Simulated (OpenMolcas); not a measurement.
Systems:
- [FeCl4]-, a model complex in vacuum: tetrahedral, Fe–Cl 2.22 Å; shape imposed, not necessarily the one it adopts

Method: state-averaged CASSCF on the open d shell, ANO basis sets as named, scalar-relativistic DKH2, RICD, in OpenMolcas. State energies are spin-free and vertical. Orbital splittings and repulsion parameters are fits to the integrals of the highest spin's CASSCF orbitals. Times are rough, from shared cores.

```tsv
case	ground state	first state of another spin (cm⁻¹)	d-orbital splitting (cm⁻¹)	Racah B (cm⁻¹)	basis functions	relative time
ANO-RCC-VDZP	6A1	4T1(1) 29780	5170	1154	106	1
ANO-RCC-VDZ	6A1	4T1(1) 29230	5230	1137	79	1
ANO-RCC-VTZP	6A1	4T1(1) 30550	5010	1172	195	9
```

Ligand-to-metal charge-transfer configurations lie outside the minimal active space. The geometry is a model, so the numbers describe that model and not a measured compound. CASSCF on this space leaves out dynamic correlation.
